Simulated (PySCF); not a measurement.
Continuum solvent and chemical shifts

Numbering as in the mapped SMILES `[BH3-:1][P+:2]([F:3])([F:4])[F:5]` (H(Xn): hydrogen on atom n).

GIAO PBE0/pcSseg-1 in PySCF 2.14 on one PBE0-D3(BJ)/def2-SVP conformer, non-relativistic, equivalent nuclei averaged. Solvents enter as an IEF-PCM continuum (dichloromethane with ε = 8.9, dimethylsulfoxide with ε = 46.8) around the gas-phase geometry. Shifts are referred to BF3·OEt2, CFCl3, TMS computed in the same medium.

Gas phase, δ in ppm: B1 -54.5, F3/F4/F5 -47.7, H(B1) 1.09. Dipole moment 1.38 D.

**Question.** How does each δ change in the continuum?

**Answer.** 
| atoms | environment | Δδ, dichloromethane | Δδ, dimethylsulfoxide |
| --- | --- | --- | --- |
| B1 | boron bonded to P, 3 H | +0.7 | +0.8 |
| F3/F4/F5 | fluorine bonded to P | +1.6 | +1.9 |
| H(B1) | hydrogen on a boron bonded to P | -0.16 | -0.19 |

Changes are relative to the gas phase. The dipole moment becomes 1.71 D in dichloromethane, 1.77 D in dimethylsulfoxide.

**Question.** Which nuclei move most (in ppm), and what does the model miss?

**Answer.** F3/F4/F5 (fluorine bonded to P, +1.9 ppm) in dimethylsulfoxide. A continuum only polarises the solute; specific hydrogen bonds, the anisotropy of aromatic solvents and changes of geometry or conformer are outside it.
